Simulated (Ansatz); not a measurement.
H$_{4}$S$_{4}$Sn (`[SH][Sn]([SH])([SH])[SH]`), relaxed with RKS PBE0-D4/def2-TZVP in Ansatz 0.2.0 from a PBE-D4/def2-SVP geometry. The force threshold is 0.005 eV/Å; the program also tests the step.

The species carries charge 0 and has multiplicity 1. Sn takes the def2 core potential.

Start:

```xyz
9

S    -0.905    1.539    1.664
Sn   -0.079   -0.219    0.183
S     0.559   -2.231    1.396
S     1.813    0.784   -1.003
S    -1.806   -0.966   -1.368
H    -0.373    2.492    0.845
H     1.802   -1.728    1.645
H     1.474    0.122   -2.146
H    -2.485    0.207   -1.217
```

```
        step  energy (eV)  largest force (eV/Å)  largest move (Å)
           1  -49228.3148                 0.706             0.000
           2  -49228.3706                 0.386             0.076
           3  -49228.3888                 0.110             0.036
           4  -49228.3894                 0.101             0.058
           5  -49228.3924                 0.011             0.029
           6  -49228.3926                 0.017             0.006
           7  -49228.3941                 0.007             0.073
8 (rejected)  -49228.3882                 0.263             0.060
           9  -49228.3945                 0.005             0.030
          10  -49228.3945                 0.069             0.051
          11  -49228.3946                 0.024             0.009
          12  -49228.3947                 0.005             0.004
          13  -49228.3947                 0.003             0.002
```

End:

```xyz
9

S    -0.822    1.485    1.710
Sn   -0.093   -0.204    0.180
S     0.573   -2.186    1.330
S     1.712    0.812   -1.028
S    -1.834   -0.958   -1.276
H    -0.454    2.467    0.868
H     1.784   -1.675    1.614
H     1.537   -0.003   -2.083
H    -2.402    0.260   -1.314
```

It took 57 s on 2 threads of an AMD EPYC 7R13 on a shared host and a share of an NVIDIA H100 80 GB, with 0.89 GiB of host memory at the peak.
